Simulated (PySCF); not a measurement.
## Computed properties of 5,5-difluorooxolan-3-one (C4H4F2O2), SMILES O=C1COC(F)(F)C1

5,5-difluorooxolan-3-one (C4H4F2O2), SMILES O=C1COC(F)(F)C1. Geometry: r2SCAN-D4/def2-SVP. The values are those of a single conformer. All values are computed for the isolated molecule unless a solvent is named; none is compared with measurement here.

**Structure.** All 30 harmonic modes at r2SCAN-D4/def2-SVP (PySCF) are real, so it is a minimum. With heavy atoms numbered as in [O:1]=[C:2]1[CH2:3][O:4][C:5]([F:6])([F:7])[CH2:8]1, the shortest bond between them is O1–C2 at 1.202 Å and the longest C2–C3 at 1.529 Å.

**Vibrations.** The strongest infrared lines (harmonic, unscaled, degenerate partners summed) lie at 1251 cm⁻¹ (240 km/mol, C 78 %, H 15 %), 1882 cm⁻¹ (205 km/mol, C 64 %, O 36 %), 1339 cm⁻¹ (150 km/mol, C 52 %, H 39 %). The softest mode is at 78 cm⁻¹ and the zero-point energy is 50.8 kcal/mol.

**Electronic structure.** ωB97X/def2-TZVP (PySCF) places the frontier levels at -10.43 and 0.93 eV, a gap of 11.36 eV, and gives a dipole moment of 0.91 D. PBE/def2-TZVP (PySCF) at the same geometry gives -6.38 and -2.53 eV, so its gap is 7.51 eV narrower. An orbital gap is neither the optical nor the fundamental gap.

**Excitations.** TDA-PBE0/def2-SVPD (PySCF) has S1 at 4.33 eV (286 nm, f = 0.000, dark); the most intense of the 6 singlets computed lies at 7.43 eV (f = 0.03). T1 (TDA) is at 3.73 eV, 0.60 eV under S1. TDA-PBE/def2-SVPD (PySCF) puts S1 at 4.08 eV. No vertical singlet excitation falls in the visible range (under 3.1 eV).

**NMR.** GIAO shifts at KT2/pcSseg-1 (PySCF) (non-relativistic, atoms alike by connectivity averaged): ¹³C from 46.1 to 201.8 ppm against TMS; ¹H from 2.9 to 4.7 ppm against TMS; ¹⁹F at -112.8 ppm against CFCl3.

**Solvation.** SMD-PBE0/def2-SVP (PySCF) gives -5.7 kcal/mol in water, -8.1 kcal/mol in dimethylsulfoxide, -5.3 kcal/mol in toluene (1 M in both phases, gas-phase geometry); of these solvents dimethylsulfoxide holds the molecule best.
